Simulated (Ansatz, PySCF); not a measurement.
Stretching the H–H spacing in H4 chain (multiplicity 1 held). Energies count from the point at 0.900 Å.
Geometry at that point (charge 0, multiplicity 1):
```xyz
4

H      0.000     0.000     0.000
H      0.000     0.000     0.900
H      0.000     0.000     1.800
H      0.000     0.000     2.700
```

Restricted levels (R-, RO-) in cc, def2 and unpolarised 6-31G sets keep to the state of the molecule at rest. Unrestricted levels (U-) break spin symmetry where that is lower. Curves can end on different states.

Rows in 6-31G* carry no dispersion term and start afresh at each structure (6-31G* with six Cartesian d functions).

Programs: Ansatz (a first-principles code) with Gaussian orbitals; PySCF for 6-31G* rows. Values without a source in brackets are computed.

Question: One of these levels gives 1591.3 kJ/mol for the energy at R = 3.600 Å. Which?
(A) R-MP2/cc-pVTZ
(B) R-SCS-MP2/cc-pVTZ
(C) R-HF/6-31G*
(D) U-B3LYP/6-31G*

Answer: C, R-HF/6-31G*. The others give 761.9 (U-B3LYP/6-31G*), 1015.6 (R-MP2/cc-pVTZ), 906.8 (R-SCS-MP2/cc-pVTZ)

Doubts at one or more of the structures used: a restricted determinant that unrestricted orbitals would lower (R-HF/6-31G*, R-MP2/cc-pVTZ, R-SCS-MP2/cc-pVTZ); a spin-contaminated determinant (U-B3LYP/6-31G*).
